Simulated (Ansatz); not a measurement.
Species: SiNH4F, charge 0, singlet. SiNH4F (SMILES N[SiH2]F).
B3LYP-D3(BJ)/def2-TZVP minimum from Ansatz (a quantum-chemistry and plane-wave program):
```xyz
7

Si    -0.2240     0.3357     0.2089
N      1.4390    -0.0069     0.2877
F     -1.0700    -0.6686    -0.7245
H     -0.3950     1.6745    -0.3838
H     -0.7912     0.1993     1.5625
H      1.8060    -0.7516     0.8580
H      2.0731     0.2428    -0.4541
```

Wanted: atomisation energy (electronic, to ground-state atoms), in kJ/mol. Open shells are spin-unrestricted; no spin-orbit coupling. CBS(X,Y): correlation extrapolated as X^-3, Hartree-Fock from the larger set. A bracket is a step between two methods taken in the basis named. The functionals are non-relativistic, so their misses hold any scalar relativity. '+ core + X2C': CCSD(T) terms for core correlation (cc-pwCVTZ, 1s frozen past Ne) and scalar relativity (cc-pVTZ-DK). For partners of very few electrons the exact lower level stands in for a higher one.

CCSD(T)/CBS(cc-pV(T+d)Z,cc-pV(Q+d)Z) + [CCSDT(Q) - CCSD(T)]/cc-pV(D+d)Z + core + X2C (Ansatz) gives 2445.9 kJ/mol.

Problem. What does PBE/def2-TZVPD (Ansatz) give here, and how do the other levels compare?

Solution. PBE gives 2428.0 kJ/mol, 17.9 kJ/mol below it. Differences of the others: B3LYP/def2-TZVPD (Ansatz) -28.4; PBE0/def2-TZVPD (Ansatz) -58.6; wB97M-V/def2-TZVPD (Ansatz) -7.9; CCSD(T)/CBS(cc-pV(T+d)Z,cc-pV(Q+d)Z) + core + X2C (Ansatz) -2.2 kJ/mol. Nearer than PBE: wB97M-V/def2-TZVPD, CCSD(T)/CBS(cc-pV(T+d)Z,cc-pV(Q+d)Z) + core + X2C.
